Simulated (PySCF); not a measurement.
A GIAO shielding run with PySCF 2.14 (density fitting, non-relativistic, gas phase) on SMILES OCC1CCCC1, C$_{6}$H$_{12}$O:

```
{"job": {"kind": "nmr", "xc": "PBE0", "basis": "pcSseg-1"}, "charge": 0, "multiplicity": 1}
O      2.664342    -1.124789    -0.340930
C      1.884179     0.027035    -0.557554
C      0.611100     0.055964     0.288201
C     -0.319708    -1.129335     0.009671
C     -1.687559    -0.612823     0.439289
C     -1.701746     0.813877    -0.108853
C     -0.250458     1.306869     0.021403
H      2.860664    -1.190345     0.600260
H      1.630540     0.008923    -1.620373
H      2.477029     0.933677    -0.358416
H      0.901482     0.034087     1.345607
H     -0.322635    -1.346621    -1.059400
H     -0.016838    -2.030125     0.540867
H     -2.507169    -1.215927     0.051268
H     -1.755196    -0.599814     1.528705
H     -2.400834     1.455208     0.426129
H     -1.998180     0.796499    -1.158220
H     -0.150757     2.021587     0.837753
H      0.071940     1.805303    -0.892870
```

Hardware: 1 thread of an x86-64 server CPU, shared host. The job also computes population analyses, field gradients, ring-centre shieldings.

(1) How large is the calculation?

(2) How long does it take?

## Answers

(1) 56 electrons, 179 basis functions and 923 auxiliary functions.

(2) 53 s of wall time, with 13 SCF cycles and 4 response iterations. Times on a shared host scatter by some tens of per cent.
